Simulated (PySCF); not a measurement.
Species: C2H9OSSi2 (doublet state).
Z-matrix (Å and degrees, GFN2-xTB geometry), rows numbered from 1:
```
C 
S   1  1.8185
Si  2  2.1868  1   99.13
C   3  1.9053  2  101.81  1  -179.24
Si  3  2.3092  2  112.92  1   -55.16
O   5  1.6334  3  108.05  2    83.34
H   1  1.0853  2  107.00  3   170.48
H   1  1.0858  2  109.37  3   -70.63
H   1  1.0858  2  110.15  3    50.89
H   4  1.0877  3  110.90  2    64.92
H   4  1.0855  3  111.01  2  -175.01
H   4  1.0859  3  111.21  2   -54.64
H   5  1.4692  3  107.12  2  -158.65
H   5  1.4620  3  123.41  2   -30.09
H   6  0.9519  5  123.08  3    61.07
```

The hyperfine couplings belong to this conformer and change with its torsions.

Identity: `CS[Si](C)[SiH2]O` [radical].

The calculation used PySCF 2.14.0, UKS B3LYP, pcH-1 on C H O S Si, non-relativistic, mean-field spin-orbit, GIAO. The structure is a single GFN2-xTB conformer in the gas phase; no vibrational or solvent corrections. The geometry wasn't refined by DFT: couplings that depend on bond lengths, twists or pyramidal angles can differ widely from those at the functional's own minimum, by a factor of two or more for some ions and for spin on atoms past the first row. No stability test was run, so a lower SCF solution isn't excluded.

Question: Give the principal g shifts and their parts.

Answer: 
```csv
Δg (ppt),1,2,3
relativistic mass correction,-0.15,-0.15,-0.15
gauge correction,0.00,0.05,0.04
orbital Zeeman/spin–orbit,-0.16,2.98,11.34
total,-0.32,2.87,11.23
```

So g = 2.00200, 2.00519, 2.01355 and g_iso = 2.00691; the tensor is rhombic: the two nearest values differ by 28 % of g3 − g1. Axes: g3 points within 7° of the C1–S2 bond.

Question: At 9.395 GHz, how far is the centre of the isotropic spectrum from where a free electron (g = 2.002319) resonates?

Answer: B = hν/(g μB) with μB/h = 13.99624 MHz/mT gives 335.24 mT for the free electron and 334.47 mT at g_iso, 0.77 mT lower.

Question: What are the electron Larmor frequencies g μB B/h along the three axes at 330 mT?

Answer: 9.2468, 9.2615, 9.3001 GHz for g1, g2 and g3, a range of 53.3 MHz.

Question: In a frozen sample, at which fields do the three g values resonate at 9.5, 34, 94 and 263 GHz (hyperfine left aside), and which band first spreads them over more than twice a line width of 1.0 mT?

Answer: 
```csv
band,GHz,B(g3) mT,B(g2) mT,B(g1) mT,spread mT
X,9.5,337.09,338.50,339.04,1.94
Q,34.0,1206.44,1211.47,1213.40,6.96
W,94.0,3335.45,3349.35,3354.69,19.24
J,263.0,9332.15,9371.05,9385.99,53.84
```

The spread grows in proportion to the frequency. Q band is the first where it exceeds 2.0 mT.

The Mulliken spin populations are largest on Si3 (+0.75), S2 (+0.13) and Si5 (+0.07). No atom but Si3 exceeds +0.15. The angles at Si3 add up to 329.9°, so it is pyramidal.

The HOMO–LUMO gaps are 4.85 eV among the α and 3.73 eV among the β orbitals.
